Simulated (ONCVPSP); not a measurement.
# u(r) = r·R(r): atom against pseudo-atom (P (Z = 15))

Columns: radius, all-electron u(r) and pseudo u(r) of the 2p shell (level -124.49 eV) of phosphorus in the configuration [He] 2s2 2p6 3s2 3p3; PBE, scalar-relativistic, ONCV scheme, ONCVPSP 4.0.1.

```tsv
r (bohr)	all-electron	pseudo
0.050	0.1870	0.0467
0.100	0.5260	0.1801
0.150	0.8481	0.3815
0.200	1.0969	0.6240
0.250	1.2626	0.8772
0.300	1.3525	1.1111
0.350	1.3819	1.3014
0.400	1.3651	1.4299
0.450	1.3162	1.4898
0.500	1.2457	1.4803
0.550	1.1624	1.4117
0.600	1.0724	1.2988
0.650	0.9803	1.1597
0.700	0.8894	1.0134
0.750	0.8019	0.8751
0.800	0.7192	0.7544
0.850	0.6422	0.6549
0.900	0.5712	0.5740
0.950	0.5063	0.5065
1.000	0.4476	0.4475
1.050	0.3947	0.3946
1.100	0.3474	0.3473
1.150	0.3053	0.3052
1.200	0.2679	0.2678
1.250	0.2348	0.2347
1.300	0.2055	0.2054
```

Task: How many radial nodes do the two functions have?

Result: The all-electron 2p function has n − l − 1 = 0; the pseudo-wave has 0.

Task: At about which radius was the pseudo-wave matched?

Result: 1.00 bohr, where the columns begin to agree (steps of 0.05 bohr).

Task: Is the pseudo-wave norm-conserving?

Result: Yes: the ONCV scheme keeps the norm inside the radius equal to the all-electron one, which fixes the energy derivative of the logarithmic derivative at the level.
